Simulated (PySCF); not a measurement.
Vibration and rotation of BiB

PBEsol constants of BiB, triplet, unpaired electrons σ ↑, π ↑, a mixture of terms (⟨Lz²⟩ = 1.8) (PySCF, spin-free X2C with a Gaussian nucleus, basis sets Bi x2c-TZVPPall, B x2c-TZVPPall; masses 208.9804 and 11.0093 u):

```
ωe              : 633.8 cm⁻¹
ωexe            : 3.4 cm⁻¹
Be              : 0.35601 cm⁻¹
αe              : 0.00245 cm⁻¹
D (centrifugal) : 4.49e-07 cm⁻¹
De to Bi + B    : 2.91 eV
```

Task: Give the vibrational terms G(v) and spacings up to v = 6.

Result: G(v) = ωe(v+½) − ωexe(v+½)².

| v | G(v) (cm⁻¹) | G(v) − G(v−1) | Bv (cm⁻¹) |
| --- | --- | --- | --- |
| 0 | 316.0 |  | 0.3548 |
| 1 | 943.0 | 627.0 | 0.3523 |
| 2 | 1563.2 | 620.2 | 0.3499 |
| 3 | 2176.6 | 613.4 | 0.3474 |
| 4 | 2783.2 | 606.6 | 0.3450 |
| 5 | 3383.0 | 599.8 | 0.3425 |
| 6 | 3976.0 | 593.0 | 0.3401 |

Task: How well does the Morse estimate ωe²/(4ωexe) reproduce De, and what is D0?

Result: It gives 3.66 eV, 126 % of the computed De. D0 = De − G(0) = 2.91 − 0.04 = 2.87 eV.

Spin–orbit coupling is left out, which matters for elements this heavy, above all for dissociation energies. The state is the lowest determinant that a PBE0 search found; another state may lie lower at other levels.
